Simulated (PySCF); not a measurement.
**Bonding in `[SiH3]O[C@H]1C[SiH2]1`**

Compound: C2H8OSi2.
Atom-mapped SMILES: `[SiH3:1][O:2][C@H:3]1[CH2:4][SiH2:5]1` (hydrogens: H6, H7, H8 on Si1; H9 on C3; H10, H11 on C4; H12, H13 on Si5)

Structure used (GFN2-xTB), in Å, numbered top down from 1:
```xyz
13
C2H8OSi2 angstrom
Si     2.039    1.039    0.296
O      0.748    0.174    0.732
C     -0.098   -0.634   -0.015
C     -1.352   -1.120    0.713
Si    -1.719    0.069   -0.702
H      2.366    1.641    1.578
H      1.704    2.025   -0.739
H      3.104    0.183   -0.239
H      0.449   -1.393   -0.570
H     -1.440   -0.765    1.730
H     -1.564   -2.177    0.637
H     -2.035    1.442   -0.367
H     -2.207   -0.484   -1.951
```

Bond orders from the PBE0/pcSseg-1 density (PySCF). One conformer (not necessarily the lowest) at the GFN2-xTB geometry, without solvent, vibrations or thermal averaging.

(1) How far do the computed orders between heavy atoms stray from the drawn ones?

(2) Give the Mayer order of every bond, beside its length.

Results:

(1) The largest departure is 0.116, at O2–C3 (drawn single, 0.884).

(2) 
```json
{"bond": "Si1–O2", "drawn as": "single", "length (Å)": "1.613", "Mayer order": "0.968"}
{"bond": "O2–C3", "drawn as": "single", "length (Å)": "1.388", "Mayer order": "0.884"}
{"bond": "C3–C4", "drawn as": "single", "length (Å)": "1.530", "Mayer order": "0.890"}
{"bond": "C4–Si5", "drawn as": "single", "length (Å)": "1.884", "Mayer order": "0.957"}
{"bond": "Si5–C3", "drawn as": "single", "length (Å)": "1.896", "Mayer order": "0.929"}
{"bond": "Si1–H6", "drawn as": "single", "length (Å)": "1.454", "Mayer order": "0.942"}
{"bond": "Si1–H7", "drawn as": "single", "length (Å)": "1.468", "Mayer order": "0.909"}
{"bond": "Si1–H8", "drawn as": "single", "length (Å)": "1.467", "Mayer order": "0.912"}
{"bond": "C3–H9", "drawn as": "single", "length (Å)": "1.088", "Mayer order": "0.932"}
{"bond": "C4–H10", "drawn as": "single", "length (Å)": "1.081", "Mayer order": "0.944"}
{"bond": "C4–H11", "drawn as": "single", "length (Å)": "1.081", "Mayer order": "0.944"}
{"bond": "Si5–H12", "drawn as": "single", "length (Å)": "1.449", "Mayer order": "0.948"}
{"bond": "Si5–H13", "drawn as": "single", "length (Å)": "1.451", "Mayer order": "0.926"}
```

Bonds between the same two heavy elements. C–Si: lowest Si5–C3 (0.929, 1.896 Å), highest C4–Si5 (0.957, 1.884 Å).

Question: Sum the orders of all bonds at each heavy atom with more than one neighbour and set the sums beside the valence in the SMILES.

Answer: Si1 3.731 (drawn 4), O2 1.852 (drawn 2), C3 3.635 (drawn 4), C4 3.735 (drawn 4), Si5 3.760 (drawn 4). Orders between atoms that aren't bonded are not in these sums.

For a closed shell the Mayer order of atoms A and B is Σ (PS)μν (PS)νμ over the basis functions μ on A and ν on B, with P the density and S the overlap matrix.
